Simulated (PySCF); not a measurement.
A GIAO shielding run with PySCF 2.14 (density fitting, non-relativistic, gas phase) on `CCC[SiH2]C(=C)C=O`, C₆H₁₂OSi:

```
$ OMP_NUM_THREADS=1 python probes_run.py task.json out

{"job": {"kind": "nmr", "xc": "PBE0", "basis": "pcSseg-1"}, "charge": 0, "multiplicity": 1}
C     -2.641594     0.812701     0.588253
C     -2.158835    -0.200018    -0.128689
C     -3.056530    -1.222251    -0.652938
O     -2.671409    -2.145611    -1.327074
Si    -0.352806    -0.549087    -0.598146
C      0.716626     0.852084     0.122857
C      2.164546     0.840871    -0.358988
C      2.913494    -0.416783     0.056440
H     -2.004556     1.583735     0.988057
H     -3.697373     0.909978     0.801714
H     -4.129617    -1.110001    -0.396939
H     -0.242234    -0.560245    -2.059194
H     -0.008182    -1.847598    -0.013015
H      0.712364     0.799503     1.213565
H      0.279870     1.817678    -0.142269
H      2.684661     1.713318     0.048005
H      2.182708     0.926297    -1.447141
H      3.961063    -0.348339    -0.228975
H      2.483459    -1.292210    -0.422218
H      2.859199    -0.553344     1.134265
```

Hardware: 1 thread of an Intel Xeon Platinum 8488C, shared host. The job also computes population analyses, field gradients.

Task: How large is the calculation?

Result: 70 electrons, 203 basis functions and 1072 auxiliary functions.

Task: How long does it take, and how much memory does it need?

Result: 38 s of wall time, with 15 SCF cycles and 5 response iterations; peak memory 0.91 GiB. Times on a shared host scatter by some tens of per cent.
